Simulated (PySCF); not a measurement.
## Vertical excitation energies

Compound: Be(SiH3)2.
SMILES: `[SiH3][Be][SiH3]`

Theory: TDDFT wB97X-D/def2-SVPD, vertical, gas phase, core orbitals frozen in the response in PySCF 2.14.0, density-fitted response routines. Geometry: PBE0-D3(BJ)/def2-SVP; no solvent, vibrations or thermal averaging.

Question: Predict the UV-vis stick spectrum at this level.

Answer: 

```csv
state,E (eV),λ (nm),ν̃ (cm⁻¹),f,"main configurations (H = HOMO, L = LUMO)"
S1,4.37,283.6,35260,0.0000,H→L/L+1 (97%)
S2,4.37,283.5,35270,0.0000,H→L/L+1 (97%)
S3,6.35,195.2,51240,0.114,H-1→L/L+1 (≥96%)
S4,6.36,195.1,51260,0.115,H-1→L/L+1 (≥96%)
S5,6.98,177.7,56270,0.402,H→L+2 (91%)
S6,7.04,176.1,56790,0.0000,H-3/H-2→L/L+1 (≥94%)
S7,7.09,174.8,57220,0.0000,"H-4→L/L+1 (≥48%), H-5→L/L+1 (≥46%)"
S8,7.19,172.4,58010,0.025,H-3/H-2→L/L+1 (≥90%)
S9,7.19,172.4,58010,0.026,H-3/H-2→L/L+1 (≥90%)
```

Triplets (Tamm–Dancoff): T1 3.79 eV, H→L/L+1 (≥95%); T2 3.79 eV, H→L/L+1 (≥95%); T3 4.91 eV, H-1→L/L+1 (≥90%); T4 4.91 eV, H-1→L/L+1 (≥90%).

The lowest singlet level (S1/S2) comes at 284 nm (422 kJ/mol) in the ultraviolet; it is dark (f under 0.0005). The strongest level in the table is S5 at 6.98 eV (178 nm, f = 0.402). S1/S2, S3/S4 and S8/S9 lie within about 0.01 eV of each other in each set. Löwdin shares by element: HOMO silicon 48%, beryllium 32% (atoms not listed hold the other 21%); LUMO (one of a set within 0.03 eV) beryllium 57%, silicon 33%. Orbital energies (eV): HOMO-3 -11.48, HOMO-2 -11.48, HOMO-1 -10.74, HOMO -9.36, LUMO -0.17, LUMO+1 -0.17, LUMO+2 1.56. The listed states span 2.82 eV, and the widest gap between neighbours is 1.98 eV (S2 to S3). Weighted by f, the mean energy of these states is 6.78 eV. Orbitals of the list HOMO-3 to LUMO+2 that lie within 0.01 eV of each other are written together with a slash and their weights summed (≥ marks a lower bound); for degenerate orbitals outside that list single weights are arbitrary. Singlets were solved by full linear response, triplets in the Tamm–Dancoff approximation. The highest level found (7.26 eV, f 0.0004 so far) is left out, since the window may have cut off a degenerate partner.
